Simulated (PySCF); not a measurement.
C₃H₈O₂Si, SMILES C=C[Si@@H](O)OC.

Geometry: PBE0-D3(BJ)/def2-SVP. The structure was generated by enumeration; whether it is a known compound was not checked. Other conformers were not sampled.

Two levels are set side by side: TDA-PBE/def2-SVPD (PySCF) and TDA-M06-2X/def2-SVPD (PySCF). Vertical, same geometry. The lowest singlet is HOMO→LUMO 88 % with PBE and HOMO−2→LUMO 47 %, HOMO−1→LUMO 32 % with the other functional; states are paired by order. Differences are taken from unrounded values.

```json
[
 {"quantity": "lowest singlet excitation (eV)", "TDA-PBE": "5.07"},
 {"quantity": "lowest triplet excitation (TDA) (eV)", "TDA-PBE": "4.27"},
 {"quantity": "first bright state (f over 0.05) (eV)", "TDA-PBE": "6.75"},
 {"quantity": "its oscillator strength", "TDA-PBE": "0.09"}
]
```

Q: These are the TDA-PBE values. What does TDA-M06-2X give? (The exact figures need the calculation; the answer reports its results.)

A: 
```tsv
quantity	TDA-M06-2X	TDA-PBE minus TDA-M06-2X
lowest singlet excitation (eV)	6.47	-1.39
lowest triplet excitation (TDA) (eV)	4.54	-0.28
first bright state (f over 0.05) (eV)	7.42	-0.66
its oscillator strength	0.20	-0.11
```

Functionals without exact exchange tend to place singlet excitations lower, as here. Differences between two approximate levels are no errors against the true value.

Rough cost on one machine, each run with all the roots and properties that it gave: TDA-M06-2X against TDA-PBE about 10 times.
